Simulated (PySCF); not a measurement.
## Two-component Hartree-Fock for Sc¹⁶⁺ (scandium, charge +16)

Start: [He] 2s2 2p1; 2p1/2 filled at m_j = +1/2. Calculated with PySCF 2.14 in an uncontracted even-tempered set (17 s from 3.4 bohr⁻², ratio 2.4; 11 p from 4.4 bohr⁻², ratio 2.4; 5 d from 16 bohr⁻², ratio 2.6; 5 f from 23 bohr⁻², ratio 2.6): generalised Hartree-Fock with the X2C-1e Hamiltonian and a Gaussian nucleus; one run each with spin-orbit coupling (SO) switched off, then screened by Boettger's factors.

| spinor shell | electrons | ε, spin-free (eV) | ε, screened SO (eV) | weight of nominal j (screened SO) | rms radius, screened SO (bohr) |
| --- | --- | --- | --- | --- | --- |
| 1s1/2 | 2 | -5346.7 | -5346.2 | 1.000 | 0.0836 |
| 2s1/2 | 2 | -1131.6 | -1131.4 | 1.000 | 0.336 |
| 2p1/2 | 1 | -1092.2 | -1096.1 | 1.000 | 0.293 |

```
   quantity   spin-free  screened SO
E (hartree)  -562.24289   -562.38889
        M_J         1/2          1/2
       ⟨J²⟩       1.116        0.751
       ⟨L²⟩       2.001        2.001
       ⟨S²⟩       0.750        0.750
```

Each row is a mean over spinors that exchange with the open shell spreads, by up to 4.975 eV (2s1/2).

Without spin-orbit coupling the j labels of p, d and f shells carry no meaning; the spin-free column gives the mean over the occupied spinors of each nl shell, and its ⟨J²⟩ belongs to a mixture of degenerate components.
